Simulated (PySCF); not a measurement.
A structure optimised at PBE-D3(BJ)/def2-SVP, used in a PySCF frequency run:

```xyz
11

C      0.0042     2.5728     0.0000
C      0.6938     1.4085     0.0000
B     -0.0018     0.0190     0.0000
O     -1.3509    -0.1267     0.0000
C      0.7607    -1.4169     0.0000
O      0.0616    -2.4290     0.0000
H     -1.0996     2.5743     0.0000
H      0.4987     3.5595     0.0000
H      1.7988     1.4618     0.0000
H     -1.5163    -1.1042     0.0000
H      1.8885    -1.5264     0.0000
```

Question: Write its SMILES, formula and point group.

Answer: C=CB(O)C=O, C3H5BO2, Cs

Question: What are its rotational constants (standard atomic weights)?

Answer: 9.6072, 2.0461, 1.6868 GHz
